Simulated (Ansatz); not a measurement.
`C[Si](F)(F)N=C=O`, relaxed with RKS PBE-D4/def2-SVP in Ansatz 0.2.0 from a rough embedded geometry. The force threshold is 0.03 eV/Å; the program also tests the step.

Total charge 0; spin multiplicity 1.

Start:

```xyz
10

C     0.188    0.932   -1.342
Si    0.087    0.522    0.495
F     1.476    0.889    1.261
F    -1.194    1.296    1.106
N    -0.199   -1.170    0.648
C    -0.408   -2.206    1.181
O    -0.626   -3.243    1.664
H     1.012    0.328   -1.771
H     0.376    1.988   -1.423
H    -0.712    0.664   -1.818
```

By how much does the energy fall, and how many steps does the optimiser take? (An estimate is asked.)

The calculation gave: 0.23 eV, in 8 steps.

Which bonds change most? (An estimate is asked.)

The calculation gave: C1–H10 from 1.053 to 1.108 Å; C1–Si2 from 1.885 to 1.847 Å; C1–H9 from 1.076 to 1.108 Å; N5–C6 from 1.184 to 1.211 Å.

Give the relaxed structure. (Estimate.)

Ansatz gave: 
```xyz
10

C     0.198    0.887   -1.318
Si    0.074    0.553    0.494
F     1.438    0.985    1.267
F    -1.129    1.413    1.169
N    -0.214   -1.101    0.826
C    -0.421   -2.243    1.173
O    -0.621   -3.361    1.489
H     1.031    0.306   -1.764
H     0.382    1.963   -1.505
H    -0.739    0.597   -1.833
```
